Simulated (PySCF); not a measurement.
Structure from 2D NMR

Compound of formula C3H4ClF3Si. Correlations simulated from computed shifts and the bond graph:

HSQC (one-bond C–H):
| δH | δC |
| --- | --- |
| 6.69 | 119.6 |
| 3.76 | 41.2 |

COSY cross peaks (H two or three bonds apart, from the bond graph; peaks can be absent where the dihedral angle is near 90°):
| δH | δH |
| --- | --- |
| 3.76 | 3.56 |
| 3.76 | 3.40 |
| 3.56 | 3.40 |

HMBC (two and three bonds, from the bond graph):
| δH | δC |
| --- | --- |
| 6.69 | 89.4, 41.2 |
| 3.76 | 119.6, 89.4 |
| 3.56 | 119.6, 89.4, 41.2 |
| 3.40 | 119.6, 89.4, 41.2 |

Carbons without hydrogens: δ 89.4.

[PySCF 2.14.0 with density-fitted response routines: GFN2-xTB structure; GIAO PBE0/pcSseg-1 shieldings; in vacuum; non-relativistic Hamiltonian; one conformer]

Referencing at the same level of theory: TMS for 1H, 13C.

Exchangeable hydrogens are left out of these lists.

Question: Assemble the structure.

Answer: SMILES FC(F)[C@@]1(F)[SiH2][C@H]1Cl.

Structure with atom numbers: `[F:1][CH:2]([F:3])[C@@:4]1([F:5])[SiH2:6][C@H:7]1[Cl:8]`. Hydrogens are named by the atom that carries them. Ha(Si6) is cis to Cl8 on the ring; Hb(Si6) is trans to Cl8 on the ring.

δC 119.6 is C2, an sp3 CH bonded to 2 F (δH 6.69). δC 89.4 is C4, a three-membered-ring carbon. δC 41.2 is C7, a three-membered-ring carbon (δH 3.76). HMBC from δH 6.69 reaches the proton-free carbon C4. HMBC from δH 3.76 reaches the proton-free carbon C4. HMBC from δH 3.56 reaches the proton-free carbon C4. HMBC from δH 3.40 reaches the proton-free carbon C4. COSY links 3.76–3.56, 3.76–3.40, 3.56–3.40.

The shifts were computed for this structure.

Carbons that carry Cl, above all several Cl atoms, come out too deshielded, partly because spin–orbit coupling is missing. Shifts are as computed. Against solution values, carbons near 30 ppm lie about +3 ppm off and those near 130 ppm about +5 ppm; carbons on Cl a further +6 ppm. Of 1309 compounds with measured shifts, 239 miss one by over three times the rms of a fit or turn the order of signals round; such compounds aren't used in these exercises.
